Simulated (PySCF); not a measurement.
Working out the ionisation energy of Cs

Cs [Xe] 6s1 (2S) → Cs⁺ [Xe] (1S). All numbers are calculated (PySCF 2.14, scalar relativity by spin-free X2C-1e, in aug-cc-pwCVTZ-X2C (11s10p8d4f, 109 functions)). Frozen: [Kr] 4d10. Energies in hartree (1 hartree = 27.21139 eV):

```tsv
part	Cs (lower)	Cs⁺ (upper)
UHF	-7783.103092	-7782.975237
CCSD correlation	-0.179580	-0.166988
(T)	-0.005983	-0.004804
```

What does Hartree-Fock give?

(-7782.975237) − (-7783.103092) = 0.127855 hartree = 3.479 eV.

What do CCSD and CCSD(T) give?

The CCSD correlation energies differ by 0.012592 hartree = 0.343 eV and the triples by 0.001179 hartree = 0.032 eV, so CCSD gives 3.822 eV and CCSD(T) 3.854 eV.

Measured between the centres of the two terms (NIST): 3.894 eV, so CCSD(T) (valence and next inner shell) is off by -0.040 eV.

What remains against the reference includes basis incompleteness, the frozen core and higher excitations.
